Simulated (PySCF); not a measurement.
Two species compared at the same levels of theory.

First species: C6H15BN2.
SMILES: `[H]/N=C/[C@@H]1CC[BH2-][N+]1(C)C`

Second species: C10H18O.
SMILES: `C=C1CCCC[C@H]1OC(C)C`

Levels: CAM-B3LYP/def2-SVPD for HOMO energy, LUMO energy, HOMO–LUMO gap and static isotropic polarisability; TDDFT CAM-B3LYP/def2-SVPD for lowest singlet excitation; TDA CAM-B3LYP/def2-SVPD for lowest triplet excitation (Tamm–Dancoff). Geometries: PBE0-D3(BJ)/def2-SVP. Each species is one conformer at its optimised geometry, gas phase, non-relativistic unless stated; the electronic structure was computed with PySCF and density fitting.

Task: Which of the two has the higher static isotropic polarisability, and by how much?

Result: The second: 121.4 au against 100.6 au, a difference of 20.8 au.

Task: Which has the higher HOMO energy?

Result: The second: -8.55 eV against -8.77 eV, a difference of 0.22 eV.

Task: Which has the higher HOMO–LUMO gap?

Result: The second: 9.73 eV against 8.93 eV, a difference of 0.80 eV.

Task: Which of the two has the higher S1 energy, and by how much?

Result: The second: 6.69 eV against 5.13 eV, a difference of 1.56 eV.

Task: Which of the two has the higher LUMO energy, and by how much?

Result: The second: 1.18 eV against 0.16 eV, a difference of 1.02 eV.

On the first: The principal polarisabilities are 90.7, 97.3 and 113.8 au; their mean is the isotropic value. S1 lies 3.80 eV below the HOMO–LUMO gap; its leading configuration is HOMO−2→LUMO, weight 0.88.

On the second: S1 lies 3.04 eV below the HOMO–LUMO gap; its leading configuration is HOMO−1→LUMO, weight 0.50, beside HOMO−1→LUMO+1, weight 0.30. The principal polarisabilities are 110.5, 124.9 and 128.7 au; their mean is the isotropic value.
